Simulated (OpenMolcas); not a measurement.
Li I: CASPT2 settings compared

| Item | Value |
| --- | --- |
| Program | OpenMolcas 26.06 |
| Basis | ANO-L-VDZP [3s2p1d] |
| Scalar Hamiltonian | non-relativistic, point nucleus |
| Active space | 1 electron in 4 orbitals (2s 2p) |
| State averaging | 2S+1 = 2 even, 1 root; 2S+1 = 2 odd, 3 roots |
| Spin-orbit coupling | state interaction with AMFI integrals over the reference wave functions, term energies averaged over their components |

Methods on the same reference wave functions:
A. CASSCF
B. SS-CASPT2, IPEA 0.75 Eh, imaginary shift 0.1 Eh (closed shells correlated: 1s)
C. SS-CASPT2, IPEA 0.1 Eh, sigma2 regulariser 0.4 Eh (closed shells correlated: 1s)

Energies in cm-1 above 2s 2S 1/2, the measured ground level; measured values from NIST Handbook of Basic Atomic Spectroscopic Data.

```
     Level      A      B      C  Measured
 2s 2S 1/2    0.0    0.0    0.0       0.0
2p 2P* 1/2  14884  14873  14874     14904
2p 2P* 3/2  14884  14873  14874     14904
```

Deviations, from unrounded energies. A percentage is the sum of absolute deviations over the sum of measured energies, with the sign that they share, or ± where signs differ.

```csv
Against measurement,Levels,A,B,C
mean absolute deviation (cm-1),2,20,31,30
other configurations (%),2,-0.1,-0.2,-0.2
```

A lies closest to measurement on these levels and B furthest from it. The largest miss of A in the table is 2p 2P* 3/2, by -20 cm-1. The ranking rests on the paired levels alone, and a cruder setting can come out closer through cancelling errors.

Between B and C no level of the table moves by more than 5 cm-1.

The lowest spin-free term lies below A's lowest term by 0.000 hartree in B, 0.000 hartree in C.

ANO sets are built for ground and valence states and can reach diffuse excited orbitals poorly. With one active electron the reference holds no correlation, so core polarisation is missing (holds for A). With one active electron, CASPT2 adds the correlation within the correlated inactive shells and between them and that electron, and leaves the splitting within a term as the reference gives it (holds for B; C). Measured partners are found by configuration, term and J. A level has none where our copy of the source lacks it or the pairing is in doubt (some pairs that miss far off the trend of their configuration count as doubtful), and it then counts in no deviation. Levels of configurations outside the active space are missing.

* marks odd parity.
